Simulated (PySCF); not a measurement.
These compounds are isomers of formula C₆H₁₁NOSi.

A. `C=NC(=O)/C=C\[SiH](C)C`
B. SMILES CO[SiH2]/C=C/CCC#N
C. SMILES CCCO[SiH2]/C=C/C#N

Spectrum 1. ¹H NMR (500 MHz, computed): δ 6.97 (m, 1H), 6.24 (d, 1H), 5.19 (d, 2H), 3.82 (t, 2H), 1.83 (m, 2H), 0.97 (t, 3H). ¹³C{¹H} NMR (computed): δ 159.1 (CH), 124.5 (CH), 122.7 (C), 70.2 (CH2), 30.3 (CH2), 11.0 (CH3).

Spectrum 2. ¹H NMR (500 MHz, computed): δ 7.71 (d, 1H), 7.43 (d, 1H), 7.38 (m, 1H), 6.61 (d, 1H), 5.02 (m, 1H), 0.19 (d, 6H). ¹³C{¹H} NMR (computed): δ 177.6 (C), 168.8 (CH), 149.7 (CH2), 141.0 (CH), -0.6 (CH3).

Spectrum 3. ¹H NMR (500 MHz, computed): δ 6.46 (m, 1H), 5.69 (m, 1H), 5.07 (d, 2H), 3.88 (s, 3H), 2.58 (m, 2H), 2.18 (t, 2H). ¹³C{¹H} NMR (computed): δ 156.1 (CH), 131.1 (CH), 123.6 (C), 54.2 (CH3), 40.9 (CH2), 18.1 (CH2).

PySCF 2.14 calculation with coordinates at the GFN2-xTB level and NMR shieldings at PBE0/pcSseg-1/GIAO; relativity neglected, in vacuum, averaged over atoms made equivalent by symmetry, fast rotation or ring inversion, a single conformation.

Shifts are taken against calculated references (same method and geometry level): ¹H (σref 31.72), ¹³C (σref 186.93) against TMS. Where no couplings were computed, multiplicities follow the n + 1 count of equivalent neighbours, and m marks all less simple cases (inequivalent or close neighbours, rings, F or P nearby). Shifts are as computed. Against solution values, carbons near 30 ppm lie about +3 ppm off and those near 130 ppm about +5 ppm. Of 1211 compounds with measured shifts, 218 miss one by over three times the rms of a fit or turn the order of signals round; such compounds aren't used in these exercises.

**Question.** Match each spectrum to its structure.

**Answer.** 1–C, 2–A, 3–B.

- Spectrum 1 (C): 6 ¹³C signals; δC 159.1 is an alkene CH; δC 124.5 is an alkene CH.
- Spectrum 2 (A): 5 ¹³C signals; δC 177.6 is an amide carbonyl carbon; δC 168.8 is a β carbon of a C=C–C=O unit.
- Spectrum 3 (B): 6 ¹³C signals; δC 156.1 is an alkene CH; δC 131.1 is an alkene CH.
